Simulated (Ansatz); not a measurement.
# Forces away from equilibrium

SiBrF (SMILES F[Si]Br), singlet, displaced at random from a GFN2-xTB minimum.

F1  (0.381, 1.321, 0.355)
Si2  (-0.760, 0.318, -0.386)
Br3  (0.377, -1.723, 0.026)
(Å)

Computed with Ansatz 0.2.0 (basis: def2-TZVPP); correlated methods freeze the cores. Filled d shells of the heavier atoms are correlated. The def2 sets are not built for correlating such inner shells, so the correlated values are less sure here.

CCSD(T) forces from the calculation:
```csv
atom,Fx,Fy,Fz (eV/Å)
F1,-1.684,-1.208,-1.064
Si2,2.416,0.167,1.359
Br3,-0.732,1.041,-0.294
```

Question: Which atom feels the largest CCSD(T) force, and how large is it?

Answer: Si2, 2.78 eV/Å, along (0.87, 0.06, 0.49).

Root-mean-square difference of the force components from those of CCSD(T): PBE0-D4 0.051; wB97M-V 0.082; r2SCAN-D4 0.110; PBE-D4 0.385; LC-wPBE 0.109; HSE06-D4 0.054 eV/Å.

The T1 diagnostic stays at or below 0.013. These are differences at one structure, and CCSD(T) in triple zeta is itself an approximation.

For scale, one of the runs: CCSD(T)/def2-TZVPP forces, 121 basis functions (an equivalent command: `ansatz run in.yaml --threads 4`). Time: 27 s of wall clock on 4 CPU threads; the host was shared. Peak host memory: 0.83 GiB.
